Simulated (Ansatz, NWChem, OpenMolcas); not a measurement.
## TlCl (SMILES [Cl][Tl]): the HOMO–LUMO gap, rung by rung

TlCl: 2 atoms, total charge 0, spin state singlet. SMILES: `[Cl][Tl]`. The bond length is the measured one.

```
atom   x (Å)   y (Å)   z (Å)
  Cl  0.0000  0.0000  0.0000
  Tl  0.0000  0.0000  2.4848
```

Each level gives the HOMO–LUMO gap (eV). The values are calculated.

| level | kind | program | value (eV) | CPU time |
| --- | --- | --- | --- | --- |
| HF/def2-TZVPP (core potential) | Hartree–Fock | Ansatz | 10.19 | 2.6 s |
| PBEsol-D3(BJ)-ATM/def2-TZVPP (core potential) | GGA | Ansatz | 4.07 | 1.4 s |
| revPBE/def2-TZVPP (core potential) | GGA | NWChem | 4.05 | 22 s |
| M06-L/def2-TZVPP (core potential) | meta-GGA | NWChem | 4.57 | 29 s |
| M06-2X/def2-TZVPP (core potential) | hybrid meta-GGA | OpenMolcas | 7.38 | 15 s |
| PBE0/def2-TZVPP (core potential) | global hybrid | OpenMolcas | 5.73 | 14 s |
| wB97M-V/def2-TZVPP (core potential) | range-separated hybrid | Ansatz | 9.20 | 47 s |
| PBE-QIDH/def2-TZVPP (core potential) | double hybrid | Ansatz | 8.57 | 7.9 s |

The values span 4.05 to 10.19 eV. Orbital gaps aren't excitation energies, and those of double hybrids come from the SCF part alone; they tend to grow with the share of exact exchange. Times are those of the runs behind each value, whatever else they computed, on shared processors of several kinds: orders of magnitude only.
